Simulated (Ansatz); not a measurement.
The cluster GeO₄H₄, relaxed as a singlet with RKS PBE-D4/def2-SVP in Ansatz, starting from the GFN1-xTB geometry. Force threshold 0.02 eV/Å.

The structure holds one bond between oxygen atoms, so isomers without such links may lie far lower. The structure comes from a short search, and lower isomers may exist.

Start:

```csv
atom,x (Å),y (Å),z (Å)
Ge1,-0.237,0.546,0.277
O2,0.265,-1.196,0.324
O3,-1.927,0.557,0.700
O4,-0.206,1.002,-1.426
O5,1.698,-1.286,0.319
H6,0.442,0.495,-1.916
H7,-2.463,0.720,-0.078
H8,1.824,-2.191,0.645
H9,0.604,1.353,1.155
```

| step | energy (eV) | largest force component (eV/Å) | SCF passes |
| --- | --- | --- | --- |
| 1 | -64739.9276 | 1.382 | 27 |
| 2 | -64740.0732 | 0.536 | 31 |
| 3 (rejected) | -64740.0601 | 1.963 | 33 |
| 4 | -64740.1135 | 0.278 | 31 |
| 5 | -64740.1296 | 0.209 | 29 |
| 6 | -64740.1308 | 1.178 | 32 |
| 7 | -64740.1579 | 0.290 | 32 |
| 8 | -64740.1606 | 0.232 | 33 |
| 9 | -64740.1659 | 0.118 | 29 |
| 10 (rejected) | -64740.1519 | 0.699 | 32 |
| 11 | -64740.1686 | 0.016 | 30 |
| 12 | -64740.1688 | 0.138 | 29 |
| 13 | -64740.1693 | 0.063 | 29 |
| 14 | -64740.1696 | 0.014 | 30 |

Force components are those of the run's own axes.

End:

```xyz
9

Ge   -0.2462    0.5238    0.3034
O     0.0654   -1.2847    0.4459
O    -1.9536    0.8025    0.7026
O     0.0317    0.9396   -1.4097
O     1.4063   -1.3705   -0.1707
H     0.6978    0.3144   -1.7596
H    -2.5249    0.4825   -0.0218
H     1.9180   -1.7179    0.5896
H     0.6056    1.3103    1.3203
```

By distances, no bond broke or formed. The bond that changes most is Ge1–H9, from 1.46 to 1.54 Å (atoms count from 1).

The force fell under the threshold at step 11, but the optimiser went on. No frequencies were taken in this run, so the end may be a saddle point.

Run time 13 s (4 threads of Arm Neoverse V2 on a shared host).
